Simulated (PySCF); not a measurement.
Species: (H2In-mu-F)3.
Cartesian coordinates in Å at the PBE0-D3(BJ)/def2-SVP level; atoms count from 1:
```xyz
12
F3H6In3 angstrom
In    -0.8465    1.9892   -0.9091
H     -0.0426    3.3695   -0.3013
H     -2.0865    1.5097   -1.9854
F      0.7545    0.6871   -1.4272
In     1.6551   -1.2225   -1.1712
H      3.2364   -0.8286   -0.6548
H      0.8046   -2.2092   -2.2792
F      0.5946   -1.5208    0.6480
In    -0.7831   -0.7922    2.0937
H     -2.1310   -1.8281    1.9120
H      0.2269   -0.0944    3.2841
F     -1.2668    0.8576    0.8416
```

The calculation used PySCF, TDDFT CAM-B3LYP/def2-SVPD, vertical, gas phase, core orbitals frozen in the response, def2 core potentials past Kr. Spin–orbit coupling is left out.

Ground-to-excited transition dipoles (e·a0, same axes as the geometry; the sign carries no meaning), for the states with f of 0.002 or more among the lowest 10:

```tsv
state	E (eV)	μx	μy	μz
S4	7.109	-0.109	-0.074	-0.079
S7	8.012	-0.133	0.139	0.011
S8	8.015	-0.180	-0.144	0.002
S9	8.042	-1.616	-1.172	-1.135
S10	8.130	-0.094	-0.055	-0.033
```

Problem. Work out the oscillator strengths.

Solution. f = (2/3) ΔE |μ|² with ΔE in hartree (27.2114 eV).

```tsv
state	|μ|² (au)	|μ| (D)	f
S4	0.024	0.39	0.004
S7	0.037	0.49	0.007
S8	0.053	0.59	0.010
S9	5.274	5.84	1.039
S10	0.013	0.29	0.003
```

Problem. How is the summed strength of these states shared among x, y and z?

Solution. (2/3) Σ ΔE μα² gives 0.528 for x, 0.280 for y and 0.255 for z, 1.063 in all.

Problem. What peak molar absorption coefficient would the strongest computed level give as a lone Gaussian band 0.3 eV wide at half height?

Solution. ε(max) = 2.175×10⁸ f / FWHM, with the width in cm⁻¹. S9: 2.175×10⁸ × 1.0389 / 2420 ≈ 93000 L mol⁻¹ cm⁻¹.

S7/S8 coincide within about 0.01 eV; within a degenerate level the directions of the single components are arbitrary.

The vertical ionisation energy (ΔSCF) is 10.50 eV, 2.37 eV above S10.

One conformer stands for the species.
